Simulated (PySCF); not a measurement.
**The Sn–H bond energy of SnH₃⁺**

Computed with PBE0 in PySCF with Sn def2-TZVP with ECP28, H def2-TZVP; scalar-relativistic core potentials, no spin–orbit coupling; density-fitted integrals.

Each entry is the lowest minimum that a search over a few typed start shapes (and spin states, where more than one is plausible) found, or that minimum re-optimised at the stated level; isomers with ligand–ligand bonds, or fragments after loss of a ligand pair, can lie lower.

Total energies (Eh), which compare only within these settings: H atom -0.50106.

```json
{"species": "SnH₂⁺", "2S+1": "2", "group": "C2v", "E (Eh)": "-215.14424", "ZPE (kJ/mol)": "26.0"}
{"species": "SnH₃⁺", "2S+1": "1", "group": "D3h", "E (Eh)": "-215.76208", "ZPE (kJ/mol)": "48.7"}
```

Problem. What are De and D0 for SnH₃⁺ → SnH₂⁺ + H?

Solution. De = [(-215.14424) + (-0.50106) − (-215.76208)] × 2625.5 = 307 kJ/mol. The zero-point energy changes by -22.7 kJ/mol, so D0 = 284 kJ/mol.

Atoms and open shells are unrestricted, without spin–orbit or basis-set superposition corrections.

Spin–orbit coupling can matter for elements this heavy.
